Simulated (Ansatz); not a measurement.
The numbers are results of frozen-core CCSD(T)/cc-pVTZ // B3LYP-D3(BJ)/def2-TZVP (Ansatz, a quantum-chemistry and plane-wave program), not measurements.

Ansatz 0.2 input:
```yaml
crystal:
  periodic: [false, false, false]
  atoms:
    - { symbol: F, position_ang: [-0.809209, 0.545493, 1.461608] }
    - { symbol: Si, position_ang: [-0.47422, 0.007337, 0.014858] }
    - { symbol: F, position_ang: [-1.528712, -1.10368, -0.360276] }
    - { symbol: F, position_ang: [-0.664995, 1.23348, -0.962212] }
    - { symbol: S, position_ang: [1.434192, -0.856989, -0.121769] }
    - { symbol: H, position_ang: [2.053289, 0.287834, 0.221381] }
basis:
  gaussian: { orbitals: cc-pVTZ }
correlation:
  method: ccsd_t
```

Output:

```
Functional definition: HF
1044 factors; integrals over basis functions are off by at most 9.1e-4 eV
mean field evaluation 1: about -26820.6189 eV, gradient 4.2e1 eV
mean field evaluation 2: about -26820.8378 eV, gradient 4.3e1 eV
mean field evaluation 4: about -26823.8465 eV, gradient 2.4e0 eV
mean field evaluation 8: about -26823.8880 eV, gradient 2.0e-1 eV
mean field evaluation 16: about -26820.6193 eV, gradient 4.2e1 eV
mean field -26823.88832042 eV, -985.7597138907 hartree, gradient 3.3e-6 eV, S^2 0.000000; 0 other end points of the search recorded, 0 dependent functions left out
13 core orbitals not correlated
reference -26823.88832042 eV, -985.7597138907 hartree; 16, 16 occupied and 143, 143 virtual orbitals, 1044 factors
second order -28.22898415 eV of doubles, -0.00000000 eV of singles
cycle   1  -28.05745849 eV  change    1.7e-1 eV  update   1.0e-1
cycle   2  -28.59722187 eV  change   -5.4e-1 eV  update   2.9e-2
cycle   3  -28.71773095 eV  change   -1.2e-1 eV  update   1.4e-2
cycle   4  -28.69824512 eV  change    1.9e-2 eV  update   2.7e-3
cycle   5  -28.69648193 eV  change    1.8e-3 eV  update   1.0e-3
cycle   6  -28.69710894 eV  change   -6.3e-4 eV  update   2.8e-4
cycle   7  -28.69683273 eV  change    2.8e-4 eV  update   9.5e-5
cycle   8  -28.69677075 eV  change    6.2e-5 eV  update   2.6e-5
cycle   9  -28.69678283 eV  change   -1.2e-5 eV  update   1.0e-5
perturbative correction -0.92948506 eV, -0.0341579460 hartree
Total energy: -26853.51458830 eV, -986.8484591542 hartree
```

Cost: about 110 core-seconds (a rough figure).
